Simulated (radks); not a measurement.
The numbers below are computed, except where a source is named.
Question: Radial electron density D(r) = 4 pi r^2 rho(r) of an atom or ion with 10 electrons. Level of theory: Dirac Kohn-Sham, PBE, spin-unpolarised, spherical densities, finite nucleus; Fermi nuclear charge, rms radius of each element as measured or else 0.836 A^(1/3) + 0.57 fm (a radial shooting solver on a logarithmic mesh with Libxc functionals).

```
   r/bohr * D(r) (the largest magnitude, 38, reaches the edge; | marks zero)
 0.001676 |*
 0.001875 |*
 0.002097 |*
 0.002327 | *
 0.002603 | *
 0.002911 |  *
 0.003256 |  *
 0.003642 |   *
 0.004042 |    *
 0.004521 |     *
 0.005056 |      *
 0.005656 |       *
 0.006326 |         *
 0.007019 |           *
 0.007851 |             *
 0.008781 |               *
 0.009822 |                  *
   0.0109 |                     *
  0.01219 |                        *
  0.01363 |                            *
  0.01525 |                               *
  0.01706 |                                   *
  0.01893 |                                       *
  0.02117 |                                          *
  0.02368 |                                              *
  0.02649 |                                                *
  0.02963 |                                                  *
  0.03287 |                                                   *
  0.03677 |                                                   *
  0.04113 |                                                  *
    0.046 |                                                 *
  0.05145 |                                              *
  0.05709 |                                            *
  0.06386 |                                         *
  0.07142 |                                        *
  0.07989 |                                       *
  0.08936 |                                        *
  0.09915 |                                           *
   0.1109 |                                              *
    0.124 |                                                  *
   0.1387 |                                                     *
   0.1552 |                                                      *
   0.1722 |                                                     *
   0.1926 |                                                  *
   0.2154 |                                            *
    0.241 |                                    *
   0.2695 |                           *
   0.2991 |                    *
   0.3345 |             *
   0.3741 |       *
   0.4185 |    *
   0.4643 |  *
   0.5194 | *
   0.5809 |*
   0.6498 |*
   0.7268 *
   0.8064 *
    0.902 *
    1.009 *
    1.128 *
    1.262 *
    1.401 *
    1.567 *
```

What is the nuclear charge?

Answer: Z = 30. The innermost maximum, from 1s, lies near gamma/Z bohr with gamma = sqrt(1 - (Z/c)^2) = 0.976, here 0.0325 bohr (found: 0.0350), and its height grows with Z. The density is that of the zinc ion Zn20+ in [He] 2s1.75 2p6 3s0.25; the configuration itself is not fixed sharply by these data, and Z only to about a unit. D(r) has 2 maxima, at r = 0.0350, 0.158 bohr, and minima at 0.0780 bohr, inside which lie 2.14 electrons.
